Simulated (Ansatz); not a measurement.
A nudged elastic band was laid between two geometries of Cl2FGeHO + H2S (9 atoms, charge 0, multiplicity 1).

All numbers below come from RKS PBE0-D4/def2-SVP (Ansatz 0.2.0).

| Item | Value |
| --- | --- |
| movable images | 7 |
| climbing image | yes |
| spring | 5.0 eV/Å² |
| optimiser | quadratic models (default) |
| start path | through a guess of the saddle point |
| force threshold | 0.05 eV/Å |
| iteration limit | 60 |
| end points | relaxed |

Image 0:

```xyz
9
Properties=species:S:1:pos:R:3
Ge -0.157 -0.100 -0.020
O -0.249 -0.079 1.731
H -0.843 -0.782 2.031
Cl 1.806 -0.445 -0.736
Cl -1.084 1.552 -0.958
F -1.088 -1.491 -0.452
S 1.634 2.573 1.466
H 2.749 1.813 1.455
H 1.025 1.765 2.358
```

Image 8:

```xyz
9
Properties=species:S:1:pos:R:3
Ge 0.224 0.859 -0.409
O 0.623 -0.008 2.657
H 1.018 -0.834 2.352
Cl 1.266 -0.991 -0.701
Cl -0.496 1.536 -2.290
F -1.172 0.371 0.516
S 1.339 2.380 0.654
H 1.285 1.551 1.749
H -0.293 -0.057 2.346
```

Q: What changes between the two ends?

A: Bonds broken: Ge1–O2, S7–H9. Bonds formed: Ge1–S7, O2–H9. Cl2FGeHO + H2S becomes Cl2FGeHS + H2O.

Q: Give the energies along the band, and the barrier.

A: The forces met the threshold. The highest image is number 2 of 0 to 8, 0.69 eV above the first end and 1.17 eV above the last; the last end lies 0.48 eV below the first. A vibrational analysis at the climbing image gives one clearly imaginary mode, 1008i cm⁻¹: a first-order saddle point. The orbitals stay closed-shell, which can raise the energy where a bond breaks towards radicals; this wasn't checked here.

| image | path coordinate (Å) | energy (eV) | Ge1–O2 (Å) | S7–H9 (Å) | Ge1–S7 (Å) |
| --- | --- | --- | --- | --- | --- |
| 0 | 0.00 | 0.00 | 1.75 | 1.35 | 3.54 |
| 1 | 0.75 | 0.14 | 1.78 | 1.36 | 2.93 |
| 2 | 1.50 | 0.69 | 1.89 | 1.63 | 2.51 |
| 3 | 2.38 | 0.17 | 2.21 | 2.46 | 2.27 |
| 4 | 3.26 | -0.04 | 2.79 | 2.66 | 2.21 |
| 5 | 4.14 | -0.27 | 3.23 | 2.96 | 2.18 |
| 6 | 5.02 | -0.40 | 3.46 | 3.43 | 2.17 |
| 7 | 5.91 | -0.42 | 3.41 | 3.37 | 2.17 |
| 8 | 6.80 | -0.48 | 3.21 | 3.39 | 2.16 |

Q: What is the geometry of the highest image?

A: 
```xyz
9
Properties=species:S:1:pos:R:3:forces:R:3
Ge 0.192 0.277 0.039 0.00 0.00 0.00
O -0.033 0.051 1.899 0.01 0.02 0.02
H -0.775 -0.463 2.253 0.00 -0.01 -0.01
Cl 2.000 -0.412 -0.888 0.00 0.00 0.00
Cl -1.113 1.641 -0.980 0.00 0.00 0.00
F -0.763 -1.168 -0.200 -0.01 -0.01 0.00
S 1.317 2.193 1.216 0.00 0.00 0.00
H 2.491 1.551 1.411 0.00 0.00 0.00
H 0.478 1.138 2.126 0.00 -0.01 -0.01
```

Q: What are the harmonic wavenumbers there?

A: 1008i, 91, 93, 137, 183, 225, 238, 260, 328, 386, 403, 465, 498, 598, 650, 699, 927, 1155, 1594, 2713, 3804 cm⁻¹.

The band took 26 iterations and roughly 30 core-minutes.

Time of the run: 8.1 min on 4 threads of Arm Neoverse V1, on a shared host, peak memory 0.37 GiB.
